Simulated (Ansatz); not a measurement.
C10H26GeN2⁺, that is GeMe2(NEt2)2 with one electron fewer. The state is a doublet with charge 1. Geometry PBE-D4/def2-SVP, that of the neutral singlet; atoms count from 1.

```tsv
atom	x (Å)	y (Å)	z (Å)
Ge1	0.9714	0.3255	-0.4152
C2	1.7682	-0.4032	-2.0609
H3	1.9952	0.3964	-2.7943
H4	1.0906	-1.1386	-2.5368
H5	2.7145	-0.9175	-1.8019
C6	2.1235	1.6958	0.4018
H7	1.6856	2.0629	1.3506
H8	2.2115	2.5509	-0.2968
H9	3.1411	1.3082	0.6083
N10	0.6663	-0.9673	0.8836
C11	-0.3132	-2.0128	0.6344
C12	0.2766	-3.3324	0.1171
C13	1.4173	-1.0513	2.1258
C14	0.6594	-0.5266	3.3535
H15	-1.0542	-1.6244	-0.0998
H16	-0.9006	-2.2134	1.5630
H17	0.7786	-3.1876	-0.8618
H18	1.0310	-3.7433	0.8204
H19	-0.5119	-4.1032	-0.0117
H20	1.7326	-2.1063	2.3153
H21	2.3683	-0.4868	2.0214
H22	0.4322	0.5540	3.2446
H23	-0.3059	-1.0574	3.4891
H24	1.2498	-0.6643	4.2843
N25	-0.7066	0.9784	-0.8660
C26	-1.5939	1.4458	0.1875
C27	-1.6094	2.9687	0.3770
C28	-1.1952	1.0760	-2.2314
C29	-2.1425	-0.0589	-2.6452
H30	-1.2902	0.9550	1.1395
H31	-2.6355	1.0897	-0.0030
H32	-0.6065	3.3432	0.6685
H33	-1.9005	3.4906	-0.5586
H34	-2.3320	3.2699	1.1640
H35	-1.7113	2.0547	-2.3830
H36	-0.3331	1.1000	-2.9318
H37	-1.6213	-1.0382	-2.6196
H38	-3.0129	-0.1275	-1.9598
H39	-2.5370	0.0951	-3.6720
```

Single mean-field runs in def2-TZVP are fitted with def2-universal-jkfit.

Estimate the Mulliken populations of the heavy atoms from the PBE0/def2-TZVP orbitals of Ansatz.


```tsv
atom	charge (e)	spin (α − β)
Ge1	0.16	-0.07
C2	-0.45	0.04
C6	-0.45	0.04
N10	-0.05	0.43
C11	-0.16	-0.03
C12	-0.37	0.03
C13	-0.14	-0.02
C14	-0.38	0.03
N25	-0.06	0.42
C26	-0.16	-0.03
C27	-0.37	0.03
C28	-0.14	-0.02
C29	-0.39	0.03
```
Mulliken values depend strongly on the basis.

Where does the spin sit?

Summed by element: Ge -0.07, C 0.11, H 0.11, N 0.85, of 1 unpaired in all. Largest on single atoms: N10 0.43, N25 0.42, Ge1 -0.07.

And the Mayer bond orders between heavy atoms (over 0.3)?

Ge1–C2 1.00 (1.97 Å); Ge1–C6 1.01 (1.97 Å); Ge1–N10 0.96 (1.86 Å); Ge1–N25 0.96 (1.86 Å); N10–C11 0.92 (1.45 Å); N10–C13 0.94 (1.45 Å); C11–C12 1.01 (1.54 Å); C13–C14 1.01 (1.54 Å); N25–C26 0.92 (1.45 Å); N25–C28 0.94 (1.45 Å); C26–C27 1.01 (1.53 Å); C28–C29 1.01 (1.54 Å).
